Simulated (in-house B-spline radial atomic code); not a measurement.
Neutral krypton is squeezed into an impenetrable sphere of radius R (the orbitals vanish at R). No spin polarisation. Level of theory: non-relativistic Hartree-Fock, average of configuration, point nucleus; calculated with a B-spline radial code for spherical atoms.

Energies in eV above the free atom in [Ar] 3d10 4s2 4p6:

```
R (bohr)  highest level (eV)  [Ar] 3d10 4s2 4p6  [Ar] 3d10 4s1 4p6 4f1  [Ar] 3d10 4s2 4p5 4d1  -dE/dV in [Ar] 3d10 4s2 4p6 (GPa)
    7.14               -14.2            0.02182                  36.94                  13.74                              0.066
    6.03               -14.1             0.1574                  40.69                  14.91                              0.659
     4.8               -13.3               1.38                   48.6                   18.1                               9.12
    4.01               -11.3              5.653                  59.86                  24.58                               54.6
    3.41               -7.43              16.95                   79.1                  38.61                                233
    2.95               -1.13              40.39                  111.2                  65.36                                768
    2.71                4.44              64.44                  141.1                   91.8                               1490
    2.18                  29              190.9                  283.5                    226                               7430
    1.76                79.2              496.3                  600.8                  540.3                              33500
     1.3                 250               1714                   1794                   1761                             263000
```

Task: Does [Ar] 3d10 4s1 4p6 4f1 fall below [Ar] 3d10 4s2 4p6 under compression?

Result: No, it stays above over the whole range.

Task: Does [Ar] 3d10 4s2 4p5 4d1 fall below [Ar] 3d10 4s2 4p6 under compression?

Result: No, it stays above over the whole range.

The highest level is first positive in the row R = 2.71 bohr, pushed up by confinement above the zero of the free ion's potential. Each configuration is held fixed and needn't be the lowest in the sphere.
